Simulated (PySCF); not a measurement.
# Hartree-Fock beside MP2: BFH3NSi

Calculated results; nothing here was measured. They come from PySCF 2.14.0, an open-source quantum chemistry program, on an isolated molecule that a program drew, which may never have been made. The molecule is BFH3NSi (charge 0, singlet), drawn as the SMILES string `BN[Si]F`.

The geometry was optimised and harmonic frequencies were computed with HF and MP2, all in the cc-pV(D+d)Z basis, for the commonest isotopes, with a restricted reference for singlets and an unrestricted one otherwise, and a frozen core in MP2. Each result is a local minimum of its method.

Geometry at the HF minimum:
```xyz
7
BFH3NSi, angstrom
B    -2.6578   -0.4162    2.1641
N    -1.6807    0.6211    2.2210
Si   -1.4054    2.0082    1.2201
F    -2.6079    1.8232    0.1416
H    -3.4837   -0.4126    1.3014
H    -2.6306   -1.2837    2.9947
H    -1.0227    0.5421    2.9785
```

Lengths of the bonds as drawn, in Å (atoms numbered as above):
```
bond,HF,MP2
B1-N2,1.426,1.433
N2-Si3,1.733,1.763
Si3-F4,1.626,1.644
B1-H5,1.194,1.202
B1-H6,1.201,1.207
N2-H7,1.006,1.023
```

Rotational constants, in GHz:
```
constant     HF    MP2
       A  12.29     12
       B  4.803  4.712
       C  3.454  3.384
```

Harmonic frequencies in cm^-1, each column in rising order, so a row needn't be the same motion in every method:
| rank | HF | MP2 |
|---|---|---|
| 1 | 156 | 139 |
| 2 | 227 | 212 |
| 3 | 312 | 301 |
| 4 | 436 | 398 |
| 5 | 738 | ? |
| 6 | 854 | 831 |
| 7 | 864 | 838 |
| 8 | 1007 | 942 |
| 9 | 1111 | 1049 |
| 10 | 1193 | 1149 |
| 11 | 1361 | 1279 |
| 12 | 1455 | 1362 |
| 13 | 2681 | 2634 |
| 14 | 2777 | 2735 |
| 15 | 3761 | 3569 |

**Estimate the missing MP2 frequency from the HF column.**

A single factor s that minimises the squared misfit of MP2 against s times HF over the other rows is sum(HF x MP2) / sum(HF^2) = 0.9619, with an rms misfit of 31 cm^-1. For rank 5 it gives 0.9619 x 738 = 710 cm^-1. The calculation gives 687 cm^-1, 23 cm^-1 below the estimate. The drawn bonds are on average 1.0 % longer in MP2 than in HF.
